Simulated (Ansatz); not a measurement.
Reactions of C3H8BN (`CC=CBN`).

Calculated with Ansatz (gas phase, PBE0-D4/def2-TZVP geometries, no zero-point term in ΔE). CCSD(T)/CBS is the MP2 limit (def2-TZVPP, def2-QZVPP) plus CCSD(T) − MP2 in def2-TZVPP, frozen cores. This one scheme is used for every species. Double bonds are as drawn, so ΔE can hold a change between cis and trans. Functionals use def2-TZVPP. Elements past krypton have def2 core potentials. For Ga, I, Se outer-core shells are correlated without core-valence functions, which leaves a few kJ/mol of doubt a bond. Scalar relativity is left out up to krypton. Each species was taken in one conformer, which may not be the lowest.

```
                                                    reaction  PBE0-D4 (eV)
        `C/C=C\BN` + `[SiH3][SeH]` → `NB[Se][SiH3]` + `C=CC`         -0.47
`C/C=C\BN` + `[SH][GaH][Cl]` → `NBCl` + `C/C=[CH]\[GaH][SH]`          0.54
                          `C/C=C\BN` + HCl → `NBCl` + `C=CC`         -0.77
                          `C/C=C\BN` + HI → `C/C=C/I` + `BN`          0.61
           `C/C=C\BN` + `OC[SiH2]F` → `NBOC[SiH2]F` + `C=CC`         -1.00
                      `C/C=C\BN` + H₂Se → `NB[SeH]` + `C=CC`         -0.48
```

Problem. Give the CCSD(T)/CBS values in the same order. (Estimate.)

Solution. Ansatz gave: -0.50, 0.49, -0.78, 0.54, -1.07, -0.50 eV.

Largest T1 diagnostic: 0.013, for `C/C=[CH]\[GaH][SH]`.
